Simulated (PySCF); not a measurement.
Species: C3H5F3Ge.
Bonds: C1–C2 (double), C2–Ge3, Ge3–C4, C4–F5, C4–F6, C4–F7. Hydrogens: H8, H9 on C1; H10 on C2; H11, H12 on Ge3.

A GFN2-xTB structure was refined with PBE0-D3(BJ)/def2-SVP geometry optimisation, gas phase in PySCF 2.14.0. Its GFN2-xTB values:

```csv
coordinate,GFN2-xTB
C1=C2,1.353 Å
C1–H8,1.066 Å
C1–H9,1.072 Å
C2–Ge3,1.965 Å
C2–H10,1.086 Å
Ge3–C4,1.970 Å
Ge3–H11,1.509 Å
Ge3–H12,1.486 Å
C4–F5,1.379 Å
C1–C2–Ge3,125.3°
C2–Ge3–C4,108.4°
Ge3–C4–F5,111.5°
F5–C4–F6,104.5°
```

Problem. How do these coordinates change at the PBE0-D3(BJ)/def2-SVP level?

Solution. 
| coordinate | PBE0-D3(BJ)/def2-SVP (Å or °) | change |
| --- | --- | --- |
| Ge3–H12 | 1.537 | +0.051 |
| C4–F5 | 1.339 | -0.040 |
| C2–Ge3 | 1.933 | -0.032 |
| Ge3–C4 | 2.000 | +0.030 |
| C1–H8 | 1.096 | +0.030 |
| Ge3–H11 | 1.537 | +0.028 |
| C1–H9 | 1.094 | +0.022 |
| C1=C2 | 1.336 | -0.017 |
| C2–H10 | 1.097 | +0.011 |
| F5–C4–F6 | 107.3 | +2.8 |
| C1–C2–Ge3 | 123.9 | -1.4 |
| Ge3–C4–F5 | 111.7 | +0.2 |
| C2–Ge3–C4 | 108.3 | -0.1 |

The energy falls by 0.145 eV over 10 energy and gradient evaluations, the largest force component goes from 0.0398 to 4.3e-04 Eh/bohr, and the atoms move by 0.047 Å rms after alignment. The bond that changes most is Ge3–H12 (ends: germanium bonded to 2 C and 2 H; Ge–H hydrogen), which lengthens by 0.051 Å. Bonds longer at the end by more than 0.005 Å: 7 of 11; shorter: 4. Rotational constants go from 2529, 1415, 1092 to 2538, 1445, 1113 MHz.

The run used 141 basis functions and 63 SCF cycles in all. On one thread of an Arm Neoverse V2, shared host with 96 logical CPUs at a one-minute load of 69, this took 94 s of wall time and 0.55 GiB of memory at its peak.

Whether it is a minimum is left open (no frequencies). One conformer, not necessarily the lowest.

Conformer computed: `[CH2:1]=[CH:2][GeH2:3][C:4]([F:5])([F:6])[F:7]`: C1–C2–Ge3–C4 -6°, C2–Ge3–C4–F5 178°.
